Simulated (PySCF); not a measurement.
A GIAO shielding run with PySCF 2.14 (density fitting, non-relativistic, gas phase) on `O=C(OC=C)[SiH2]F`, C₃H₅FO₂Si:

```
$ OMP_NUM_THREADS=1 python probes_run.py task.json out

{"job": {"kind": "nmr", "xc": "PBE0", "basis": "pcSseg-1"}, "charge": 0, "multiplicity": 1}
C     -1.201759     2.233336     0.764111
C     -1.180935     0.930405     0.555847
O     -0.050055     0.306416     0.082137
C     -0.064866    -1.021661    -0.128621
O     -1.027812    -1.720766     0.067956
Si     1.628818    -1.607881    -0.805038
F      2.674999    -0.434017    -0.479820
H     -2.086690     2.715061     1.134865
H     -0.337106     2.843375     0.570774
H     -2.018498     0.266226     0.730497
H      1.582233    -1.725158    -2.252792
H      2.082872    -2.786023    -0.089425
```

Hardware: 1 thread of an Arm Neoverse V2, shared host. The job also computes population analyses, field gradients.

Q: How large is the calculation?

A: 62 electrons, 151 basis functions and 807 auxiliary functions.

Q: How long does it take, and how much memory does it need?

A: 18 s of wall time, with 14 SCF cycles and 5 response iterations; peak memory 0.71 GiB. Times on a shared host scatter by some tens of per cent.
